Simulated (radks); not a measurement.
Results of a calculation; reference values are marked as such.
Trend from Sc3+ to Zn3+: ionisation energy by Delta-SCF between NIST ground configurations, and size. Level of theory: scalar-relativistic Kohn-Sham, PBEsol, spin-polarised, spherical densities, point nucleus; open shells are filled with parallel spins first (a radial shooting solver on a logarithmic mesh with Libxc functionals).

species,configuration,configuration of the ion,IE (eV),NIST (eV),kind,-e(HOMO) (eV),outermost,<r> outermost (bohr),r at 0.001 e/bohr^3 (bohr)
Sc3+,[Ar],[Ne] 3s2 3p5,73.422,73.489,exp.,64.511 (3p),3p,1.13,2.73
Ti3+,[Ar] 3d1,[Ar],43.512,43.267,exp.,35.139 (3d),3d,1.26,2.77
V3+,[Ar] 3d2,[Ar] 3d1,46.599,46.709,exp.,37.833 (3d),3d,1.17,2.78
Cr3+,[Ar] 3d3,[Ar] 3d2,49.530,49.16,semi-emp.,40.384 (3d),3d,1.10,2.77
Mn3+,[Ar] 3d4,[Ar] 3d3,52.333,51.2,semi-emp.,42.818 (3d),3d,1.03,2.74
Fe3+,[Ar] 3d5,[Ar] 3d4,55.031,54.91,exp.,45.156 (3d),3d,0.976,2.71
Co3+,[Ar] 3d6,[Ar] 3d5,51.944,51.3,semi-emp.,42.363 (3d),3d,0.957,2.69
Ni3+,[Ar] 3d7,[Ar] 3d6,55.029,54.9,semi-emp.,45.051 (3d),3d,0.907,2.67
Cu3+,[Ar] 3d8,[Ar] 3d7,57.971,57.38,semi-emp.,47.615 (3d),3d,0.863,2.64
Zn3+,[Ar] 3d9,[Ar] 3d8,60.796,59.57,exp.,50.079 (3d),3d,0.823,2.61

Reference values: NIST Atomic Spectra Database (exp. = measured, semi-emp. = semi-empirical, theory = theoretical value adopted there). Open shells are spherical and high-spin; term and fine-structure splittings are not resolved.
